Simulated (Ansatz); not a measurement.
CH5F2NOSi can be A, `N[Si](O)(F)CF`, or B, `NC(F)O[SiH2]F`.

Isolated molecules relaxed with PBE0-D4/def2-TZVP in Ansatz; ΔE leaves out vibrations. CBS: MP2 limit from def2 TZ/QZ plus the TZ coupled-cluster correction, frozen cores. DFT in def2-TZVPP. B3LYP here is the variant with VWN-RPA as its local correlation; programs differ in this. One conformer a species, not always the lowest.

Question: Which isomer does CCSD(T)/CBS put lower? Give the gap. (Best estimate.)

Answer: Ansatz gave: A, by 137.5 kJ/mol.

Question: Give E(B) − E(A) in kJ/mol with B3LYP, HF/def2-TZVPP, PBE-D4, MP2/def2-TZVPP, r2SCAN-D4, PBE0-D4, B3LYP-D4. (An estimate is asked.)

Answer: Ansatz gave: B3LYP 127.3, HF/def2-TZVPP 119.1, PBE-D4 125.9, MP2/def2-TZVPP 134.8, r2SCAN-D4 130.5, PBE0-D4 129.0, B3LYP-D4 130.6. None reverses the order clearly.

Largest T1 diagnostic: 0.012.

In def2-TZVPP, CCSD(T) changes the Hartree–Fock value by +10.0 kJ/mol (the triples alone add −1.2 kJ/mol) and MP2 by +15.7 kJ/mol. From PBE to PBE0 (25 % exact exchange), in def2-TZVPP and without D4, E(B) − E(A) moves by +3.5 kJ/mol.
